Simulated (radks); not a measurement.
The numbers below are computed, except where a source is named.
Initial-state core-level shifts of the aluminium ion Al2+ when its valence configuration changes from [Ne] 3s1. Code: a radial shooting solver on a logarithmic mesh with Libxc functionals. Model: non-relativistic Kohn-Sham, TPSS, spin-polarised, spherical densities, point nucleus; open shells are filled with parallel spins first; meta-GGA in the generalised Kohn-Sham scheme. Shifts are changes of the shell-averaged eigenvalues in eV (positive: less bound); the change of the density at the nucleus, which sets a Mossbauer isomer shift, is in e/bohr^3, on a base of 1403.

valence          1s      2s      2p  density at nucleus
3p1          -1.588  -1.556  -1.542             -3.8891
3s0.5 3p0.5  -0.786  -0.773  -0.766             -1.9693
